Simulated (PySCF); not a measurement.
## UHF on Sn⁺ (tin, charge +1)

Configuration: [Kr] 4d10 5s1 5p2, 5s spin antiparallel (an excited configuration). Computed with PySCF 2.14 in x2c-QZVPPall, with scalar relativity by spin-free X2C-1e.

```
Total energy                                                  : -6173.272835 hartree
One-electron energy                                           : -8472.6380 hartree
Hartree (Coulomb) energy                                      : 2463.0794 hartree
Exchange energy                                               : -163.7142 hartree
⟨S²⟩                                                          : 1.7503
⟨L²⟩                                                          : 2.011
Sum of ⟨r⟩                                                    : 32.90 bohr
Sum of ⟨r²⟩                                                   : 49.53 bohr²
Traceless quadrupole moment −½Σ⟨3z² − r²⟩ along its main axis : 3.85 e·bohr²
Langevin diamagnetic susceptibility                           : -39.2 ×10⁻⁶ cm³/mol
```

```json
{"shell": "1s β", "electrons": "1", "mean orbital energy (eV)": "-29356.2", "spread (eV)": "0", "rms radius, mean of both spins (bohr)": "0.0333"}
{"shell": "1s α", "electrons": "1", "mean orbital energy (eV)": "-29356.2", "spread (eV)": "0", "rms radius, mean of both spins (bohr)": "0.0333"}
{"shell": "2s β", "electrons": "1", "mean orbital energy (eV)": "-4533.1", "spread (eV)": "0", "rms radius, mean of both spins (bohr)": "0.136"}
{"shell": "2s α", "electrons": "1", "mean orbital energy (eV)": "-4533.0", "spread (eV)": "0", "rms radius, mean of both spins (bohr)": "0.136"}
{"shell": "2p α", "electrons": "3", "mean orbital energy (eV)": "-4065.7", "spread (eV)": "0.027", "rms radius, mean of both spins (bohr)": "0.121"}
{"shell": "2p β", "electrons": "3", "mean orbital energy (eV)": "-4065.6", "spread (eV)": "0.054", "rms radius, mean of both spins (bohr)": "0.121"}
{"shell": "3s β", "electrons": "1", "mean orbital energy (eV)": "-922.76", "spread (eV)": "0", "rms radius, mean of both spins (bohr)": "0.361"}
{"shell": "3s α", "electrons": "1", "mean orbital energy (eV)": "-922.64", "spread (eV)": "0", "rms radius, mean of both spins (bohr)": "0.361"}
{"shell": "3p α", "electrons": "3", "mean orbital energy (eV)": "-765.87", "spread (eV)": "0.004", "rms radius, mean of both spins (bohr)": "0.362"}
{"shell": "3p β", "electrons": "3", "mean orbital energy (eV)": "-765.82", "spread (eV)": "0.141", "rms radius, mean of both spins (bohr)": "0.362"}
{"shell": "3d α", "electrons": "5", "mean orbital energy (eV)": "-523.91", "spread (eV)": "0.082", "rms radius, mean of both spins (bohr)": "0.341"}
{"shell": "3d β", "electrons": "5", "mean orbital energy (eV)": "-523.89", "spread (eV)": "0.118", "rms radius, mean of both spins (bohr)": "0.341"}
{"shell": "4s β", "electrons": "1", "mean orbital energy (eV)": "-169.97", "spread (eV)": "0", "rms radius, mean of both spins (bohr)": "0.874"}
{"shell": "4s α", "electrons": "1", "mean orbital energy (eV)": "-169.73", "spread (eV)": "0", "rms radius, mean of both spins (bohr)": "0.874"}
{"shell": "4p α", "electrons": "3", "mean orbital energy (eV)": "-120.13", "spread (eV)": "0.038", "rms radius, mean of both spins (bohr)": "0.949"}
{"shell": "4p β", "electrons": "3", "mean orbital energy (eV)": "-120.05", "spread (eV)": "0.393", "rms radius, mean of both spins (bohr)": "0.949"}
{"shell": "4d β", "electrons": "5", "mean orbital energy (eV)": "-45.433", "spread (eV)": "0.481", "rms radius, mean of both spins (bohr)": "1.18"}
{"shell": "4d α", "electrons": "5", "mean orbital energy (eV)": "-45.404", "spread (eV)": "0.277", "rms radius, mean of both spins (bohr)": "1.18"}
{"shell": "5s β", "electrons": "1", "mean orbital energy (eV)": "-21.166", "spread (eV)": "0", "rms radius, mean of both spins (bohr)": "2.46"}
{"shell": "5p α", "electrons": "2", "mean orbital energy (eV)": "-13.514", "spread (eV)": "0", "rms radius, mean of both spins (bohr)": "3.19"}
```

With the s spin flipped the determinant is a mixture of two multiplicities, not a spectroscopic state.

Densities and radii are taken from the X2C orbitals without a picture-change correction, which distorts them close to the nucleus.

Spin-orbit constants ζ (cm⁻¹) from the X2C one-electron operator on these orbitals: bare nucleus, nucleus screened by l(l+1)(2l+1)/3 electrons, and screened by the Breit-Pauli mean field of the electrons.

```tsv
shell	bare	screened nucleus	mean field
2p	1234000	1184000	n/a
3p	228500	219300	n/a
3d	34320	27460	n/a
4p	38590	37050	n/a
4d	4052	3242	n/a
5p	2425	2328	n/a
```
